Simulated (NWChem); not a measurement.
System: CaF2; SMILES [F][Ca][F]

The following NWChem deck was run.

```
start job
memory heap 200 mb stack 900 mb global 1100 mb
geometry units angstroms noautosym nocenter noautoz
  Ca     0.000000     0.000000     0.191953
  F      1.900268     0.000000    -0.416057
  F     -1.900268     0.000000    -0.416057
end
basis spherical
  * library def2-svpd
end
dft
  xc pbe0
  iterations 150
end
property
  response 1 0.0
end
task dft property
```

Geometry: optimised at PBE0-D3(BJ)/def2-TZVP.

Static field.

Problem. Predict the main results of this run. (PBE0/def2-SVPD.) Quantities: isotropic polarisability (bohr³); anisotropy (bohr³).

Solution. 
```json
{
  "isotropic polarisability (bohr³)": "22.0",
  "anisotropy (bohr³)": "10.3"
}
```
